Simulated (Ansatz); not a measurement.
`N[SiH2][InH][F]` + `CNC` → `C[N](C)[InH][F]` + `N[SiH3]`  (cleavage of the In–Si bond)

Isolated molecules relaxed with PBE0-D4/def2-TZVP in Ansatz; ΔE leaves out vibrations. CCSD(T)/CBS adds triple-zeta CCSD(T) − MP2 to the extrapolated MP2 energy (def2 sets, frozen cores). This one scheme is used for every species. Functionals use def2-TZVPP. def2 core potentials past Kr. For In outer-core shells are correlated without core-valence functions, which leaves a few kJ/mol of doubt a bond. One conformer a species, not always the lowest.

```json
{"level": "B97M-V", "ΔE (kcal/mol)": "6.5", "difference from CCSD(T)/CBS": "2.9"}
{"level": "BHLYP-D4", "ΔE (kcal/mol)": "6.5", "difference from CCSD(T)/CBS": "2.9"}
{"level": "ωB97M-V", "ΔE (kcal/mol)": "6.3", "difference from CCSD(T)/CBS": "2.7"}
{"level": "revPBE", "ΔE (kcal/mol)": "8.9", "difference from CCSD(T)/CBS": "5.3"}
{"level": "r2SCAN", "ΔE (kcal/mol)": "6.7", "difference from CCSD(T)/CBS": "3.1"}
{"level": "r2SCAN0", "ΔE (kcal/mol)": "7.5", "difference from CCSD(T)/CBS": "3.9"}
{"level": "LC-ωPBE", "ΔE (kcal/mol)": "6.4", "difference from CCSD(T)/CBS": "2.8"}
{"level": "CCSD(T)/def2-SVP", "ΔE (kcal/mol)": "2.3", "difference from CCSD(T)/CBS": "-1.3"}
{"level": "CCSD/def2-TZVPP", "ΔE (kcal/mol)": "4.1", "difference from CCSD(T)/CBS": "0.5"}
{"level": "HF/def2-QZVPP", "ΔE (kcal/mol)": "5.1", "difference from CCSD(T)/CBS": "1.5"}
{"level": "CCSD(T)/CBS", "ΔE (kcal/mol)": "3.6", "difference from CCSD(T)/CBS": "0"}
```

Largest T1 diagnostic among the species: 0.016.

In def2-TZVPP, CCSD(T) changes the Hartree–Fock value by −2.0 kcal/mol (the triples alone add −0.7 kcal/mol) and MP2 by −3.1 kcal/mol. From r2SCAN to r2SCAN0 (25 % exact exchange), in def2-TZVPP and without D4, ΔE moves by +0.8 kcal/mol.

CCSD(T)/CBS has its own doubt, a few kJ/mol and more with outer-core shells, so smaller differences from it don't rank the levels.
